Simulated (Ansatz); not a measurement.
Relaxing a trial structure of C3H2Al

The starting geometry of this gas-phase doublet was optimised with GFN2-xTB; its bonds are those of `[CH]=C=[CH][Al]`.

```xyz
6

C    -0.0471    1.1274    0.0162
C     0.2914   -0.2131   -0.0733
C     0.6439   -1.3760   -0.0697
Al   -1.7039    1.6374    0.8708
H     0.2479    1.6819   -0.8897
H     0.9602   -2.3761   -0.0682
```

Problem. Predict what becomes of its bonds when it is optimised with PBE0-D3(BJ)/def2-SVP.

Solution. New bonds form, giving a structure given below by its coordinates. Contacts that close: C2–Al4 (2.88 → 2.18 Å), C3–Al4 (3.93 → 2.10 Å).

The energy falls by 0.52 eV over 21 steps:

```tsv
step	E − E(last) (eV)
1	0.522
3	0.363
5	0.349
8	0.339
10	0.334
12	0.294
14	0.148
17	0.022
19	0.001
21	0.000
```

Final geometry (Å):

```xyz
6

C     0.0943    1.2451   -0.4400
C     0.5017   -0.0114   -0.3814
C     0.1618   -1.1110    0.2694
Al   -1.1835    0.3425    0.9541
H     0.3473    2.1642   -0.9572
H     0.4707   -2.1480    0.3412
```

Frequencies at the end are all real (lowest 375 cm⁻¹). Open shells are spin-unrestricted. Run with Ansatz 0.2.0, 83 s on 1 thread of Arm Neoverse V1, with other jobs on the host.
